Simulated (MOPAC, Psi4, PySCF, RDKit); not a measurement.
Relaxed torsion scan: SMILES COC(=O)[SiH2]c1cccs1. Scanned: dihedral O2–C3–Si5–C6; all other coordinates were relaxed at GFN2-xTB. Points at φ and −φ are mirror images.

Atom numbering (GFN2-xTB optimised geometry, Å):
```
18

C     -3.8826    -0.0720    -0.0583
O     -2.6775    -0.7819     0.2147
C     -1.5310    -0.1056     0.0950
O     -1.4820     1.0554    -0.2281
Si    -0.0884    -1.2953     0.5193
C      1.5183    -0.3645     0.3300
C      1.7365     0.9344    -0.0364
C      3.0991     1.2928    -0.0716
C      3.9149     0.2614     0.2693
S      3.0337    -1.1649     0.6392
H     -4.6952    -0.7799     0.0815
H     -3.9837     0.7720     0.6268
H     -3.8711     0.3057    -1.0825
H     -0.1709    -2.4296    -0.4061
H     -0.2904    -1.7532     1.8975
H      0.9295     1.6049    -0.2717
H      3.4553     2.2719    -0.3381
H      4.9854     0.2484     0.3272
```

- RKS-B3LYP/6-311+G** = restricted B3LYP/6-311+G**, spherical d, density fitting // GFN2-xTB (PySCF)
- PBE0/def2-SVP // GFN2-xTB (Psi4)
- UFF // GFN2-xTB (RDKit)
- PM7, restricted, heats of formation // GFN2-xTB (MOPAC)
- RKS-B3LYP/6-31G* = restricted B3LYP/6-31G*, spherical d, density fitting // GFN2-xTB (PySCF)
- PBE-D3(BJ)/def2-SVP // GFN2-xTB (Psi4)

Energies in kcal/mol, each method relative to its own lowest point.

```json
[
 {"φ / °": "-160", "RKS-B3LYP/6-311+G**": "0.1", "PBE0/def2-SVP": "0.1", "UFF": "3.2", "PM7": "0.0", "RKS-B3LYP/6-31G*": "0.1", "PBE-D3(BJ)/def2-SVP": "0.1"},
 {"φ / °": "-140", "RKS-B3LYP/6-311+G**": "0.3", "PBE0/def2-SVP": "0.5", "UFF": "1.6", "PM7": "0.1", "RKS-B3LYP/6-31G*": "0.3", "PBE-D3(BJ)/def2-SVP": "0.4"},
 {"φ / °": "-120", "RKS-B3LYP/6-311+G**": "0.6", "PBE0/def2-SVP": "1.0", "UFF": "0.7", "PM7": "0.3", "RKS-B3LYP/6-31G*": "0.7", "PBE-D3(BJ)/def2-SVP": "0.9"},
 {"φ / °": "-100", "RKS-B3LYP/6-311+G**": "1.1", "PBE0/def2-SVP": "1.7", "UFF": "0.8", "PM7": "0.5", "RKS-B3LYP/6-31G*": "1.4", "PBE-D3(BJ)/def2-SVP": "1.7"},
 {"φ / °": "-80", "RKS-B3LYP/6-311+G**": "1.4", "PBE0/def2-SVP": "2.2", "UFF": "1.2", "PM7": "0.7", "RKS-B3LYP/6-31G*": "1.9", "PBE-D3(BJ)/def2-SVP": "2.1"},
 {"φ / °": "-60", "RKS-B3LYP/6-311+G**": "1.4", "PBE0/def2-SVP": "1.9", "UFF": "1.1", "PM7": "0.6", "RKS-B3LYP/6-31G*": "1.7", "PBE-D3(BJ)/def2-SVP": "1.8"},
 {"φ / °": "-40", "RKS-B3LYP/6-311+G**": "1.2", "PBE0/def2-SVP": "1.4", "UFF": "0.3", "PM7": "0.5", "RKS-B3LYP/6-31G*": "1.4", "PBE-D3(BJ)/def2-SVP": "1.3"},
 {"φ / °": "-20", "RKS-B3LYP/6-311+G**": "1.0", "PBE0/def2-SVP": "1.2", "UFF": "0.0", "PM7": "0.6", "RKS-B3LYP/6-31G*": "1.2", "PBE-D3(BJ)/def2-SVP": "1.0"},
 {"φ / °": "0", "RKS-B3LYP/6-311+G**": "0.9", "PBE0/def2-SVP": "1.1", "UFF": "0.1", "PM7": "0.7", "RKS-B3LYP/6-31G*": "1.1", "PBE-D3(BJ)/def2-SVP": "0.9"},
 {"φ / °": "20", "RKS-B3LYP/6-311+G**": "1.0", "PBE0/def2-SVP": "1.2", "UFF": "0.0", "PM7": "0.6", "RKS-B3LYP/6-31G*": "1.2", "PBE-D3(BJ)/def2-SVP": "1.0"},
 {"φ / °": "40", "RKS-B3LYP/6-311+G**": "1.2", "PBE0/def2-SVP": "1.4", "UFF": "0.3", "PM7": "0.5", "RKS-B3LYP/6-31G*": "1.4", "PBE-D3(BJ)/def2-SVP": "1.3"},
 {"φ / °": "60", "RKS-B3LYP/6-311+G**": "1.4", "PBE0/def2-SVP": "1.9", "UFF": "1.1", "PM7": "0.6", "RKS-B3LYP/6-31G*": "1.7", "PBE-D3(BJ)/def2-SVP": "1.8"},
 {"φ / °": "80", "RKS-B3LYP/6-311+G**": "1.4", "PBE0/def2-SVP": "2.2", "UFF": "1.2", "PM7": "0.7", "RKS-B3LYP/6-31G*": "1.9", "PBE-D3(BJ)/def2-SVP": "2.1"},
 {"φ / °": "100", "RKS-B3LYP/6-311+G**": "1.1", "PBE0/def2-SVP": "1.7", "UFF": "0.8", "PM7": "0.5", "RKS-B3LYP/6-31G*": "1.4", "PBE-D3(BJ)/def2-SVP": "1.7"},
 {"φ / °": "120", "RKS-B3LYP/6-311+G**": "0.6", "PBE0/def2-SVP": "1.0", "UFF": "0.7", "PM7": "0.3", "RKS-B3LYP/6-31G*": "0.7", "PBE-D3(BJ)/def2-SVP": "0.9"},
 {"φ / °": "140", "RKS-B3LYP/6-311+G**": "0.3", "PBE0/def2-SVP": "0.5", "UFF": "1.6", "PM7": "0.1", "RKS-B3LYP/6-31G*": "0.3", "PBE-D3(BJ)/def2-SVP": "0.4"},
 {"φ / °": "160", "RKS-B3LYP/6-311+G**": "0.1", "PBE0/def2-SVP": "0.1", "UFF": "3.2", "PM7": "0.0", "RKS-B3LYP/6-31G*": "0.1", "PBE-D3(BJ)/def2-SVP": "0.1"},
 {"φ / °": "180", "RKS-B3LYP/6-311+G**": "0.0", "PBE0/def2-SVP": "0.0", "UFF": "4.1", "PM7": "0.0", "RKS-B3LYP/6-31G*": "0.0", "PBE-D3(BJ)/def2-SVP": "0.0"}
]
```

Root-mean-square difference from the PBE-D3(BJ)/def2-SVP profile, itself a level with limits, after the best constant shift (kcal/mol): RKS-B3LYP/6-311+G** 0.2, PBE0/def2-SVP 0.0, UFF 1.6, PM7 0.5, RKS-B3LYP/6-31G* 0.2.
